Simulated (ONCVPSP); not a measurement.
copper (Cu), ONCV: configuration errors across variants

- Element: Cu
- Generator: ONCVPSP 4.0.1
- Type: optimised norm-conserving Vanderbilt (ONCV)
- Functional: PBEsol
- Relativity: scalar-relativistic
- Frozen core: [Ne]
- Valence charge: 19
- Reference configuration: 3s2 3p6 3d9 (charge +2)
- Partial waves: 3s: rc 1.10 bohr, ncon 3, nbas 7, qcut 13.5 1/bohr, 1 projector; 3p: rc 0.65 bohr, ncon 4, nbas 7, qcut 11.5 1/bohr, 1 projector; 3d: rc 1.40 bohr, ncon 5, nbas 10, qcut 12.8 1/bohr, 2 projectors, debl 3.8 Ha
- Local potential: polynomial inside 0.50 bohr (lpopt 5, dvloc0 6 Ha)
- Core correction: Teter function, fcfact 5, rcfact 1.05

All-electron excitation energies from the reference (eV): (1) 3s2 3p6 3d10 4s1 -29.419; (2) 3s2 3p6 3d10 -21.313; (3) 3s2 3p6 3d8 38.993; (4) 3s2 3p6 3d10 4p1 -25.247.

1 further variants failed, have other tests or too few solved ones, and are left out.

A true bound ghost makes a file unfit for plane-wave use even where its test errors are small: the radial tests pick states by their node count and pass the ghost by.

Errors AE − PS in meV (a dash: test not solved or not reliable):

```tsv
change	(1)	(2)	(3)	(4)	bound ghosts	GHOST(+) flags above zero
base	+580	+8.8	+34	+13	none	none
p: rc 0.94	+580	+8.8	+34	+17	none	none
s: qcut 19.6; p: qcut 16.7; d: qcut 18.5	+225	+3.8	+11	+9.1	none	s
d: qcut 15.9	+580	+6.2	+23	+11	none	none
all radii but the core radius scaled by about 0.83 (s 0.90, p 0.54, d 1.16 bohr); local potential polynomial inside 0.42 bohr (lpopt 5, dvloc0 6 Ha)	–	+4.2	+15	+11	s	none
s: qcut 8.3	–	+8.9	+35	+13	s	none
core correction Teter function, fcfact 1.9, rcfact 1.05	+580	+8.9	+34	+13	none	none
core correction Teter function, fcfact 5, rcfact 1.28	+580	+8.8	+34	+13	none	none
```

Give the same row for: local potential polynomial inside 0.50 bohr (lpopt 5, dvloc0 9 Ha).

+438, +8.8, +34, +13; bound ghosts: none; GHOST(+) flags above zero: none.
